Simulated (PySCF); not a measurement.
Species: C8H12 (charge +1 and doublet state).
Geometry (GFN2-xTB, Å), atoms numbered from 1 in this order:
```
atom  x, y, z in Å
C1     2.5407    0.5012    0.7371
C2     1.8126   -0.3093   -0.3190
C3     0.3339   -0.2563   -0.3109
C4    -0.3768   -0.9805   -1.2468
C5    -1.7856   -0.9695   -1.2874
C6    -2.5073   -0.2318   -0.3953
C7    -1.8862    0.5897    0.6506
C8    -0.3571    0.5667    0.7031
H9     2.3242    1.5637    0.6447
H10    2.2725    0.1816    1.7424
H11    3.6126    0.3698    0.6210
H12    2.1146   -1.3624   -0.2438
H13    2.1560   -0.0053   -1.3171
H14    0.1572   -1.5767   -1.9731
H15   -2.2884   -1.5579   -2.0398
H16   -3.5869   -0.2323   -0.4378
H17   -2.2524    1.6186    0.5296
H18   -2.3124    0.2848    1.6162
H19   -0.0164    0.2289    1.6910
H20    0.0401    1.5878    0.6321
```

The hyperfine couplings belong to this conformer and change with its torsions.

Identity: `CC[C+]1[CH]C=CCC1` [radical] (charge +1).

Method used: UKS B3LYP, pcH-1 on C H, non-relativistic, mean-field spin-orbit, GIAO (PySCF 2.14.0). One conformer (not necessarily the lowest) at the GFN2-xTB geometry, without solvent, vibrations or thermal averaging. GFN2-xTB frequencies show an imaginary mode (53i cm⁻¹), so this geometry is no minimum at that level. The geometry wasn't refined by DFT: couplings that depend on bond lengths, twists or pyramidal angles can differ widely from those at the functional's own minimum, by a factor of two or more for some ions and for spin on atoms past the first row. Stability of the SCF solution: not tested.

Task: Predict the first-order ENDOR lines of H17/H18, H19/H20, H12/H13, H16, H14, H15 and H9/H10/H11 under fast tumbling at B = 3354.5 mT (W band).

Result: ν± = |νn ± a/2|, one line for each electron-spin manifold; νn = |g_N| × 7.62259 MHz/T × B.

```
    nuclei  isotope     g_N  νn (MHz)  a_iso (MHz)  lower line (MHz)  upper line (MHz)
   H17/H18       1H  5.5857    142.83        93.03             96.31            189.34
   H19/H20       1H  5.5857    142.83        80.13            102.76            182.89
   H12/H13       1H  5.5857    142.83        68.28            108.68            176.97
       H16       1H  5.5857    142.83       -26.71            129.47            156.18
       H14       1H  5.5857    142.83       -15.33            135.16            150.49
       H15       1H  5.5857    142.83        -5.11            140.27            145.38
H9/H10/H11       1H  5.5857    142.83         4.49            140.58            145.07
```

Task: Which pairs are centred on the nuclear Larmor frequency, and which on half the coupling?

Result: Centred on νn, since |a| < 2νn: H17/H18, H19/H20, H12/H13, H16, H14, H15 and H9/H10/H11. No pair has |a| > 2νn.

Class means assume fast exchange of nuclei equivalent by connectivity; if that motion is slow, each nucleus keeps its own coupling. The three 1H nuclei of mean +4.5 MHz run from -1.0 to 7.3 MHz in the frozen geometry.

Time: 81 s wall (with the writing of density and orbital grids); peak memory 1.1 GiB. Hardware: one thread of an AMD EPYC 7B13, no GPU (shared host).

The SMILES draws the unpaired electron on C4; the largest computed Mulliken spin population is on C6 (0.40 against 0.20).
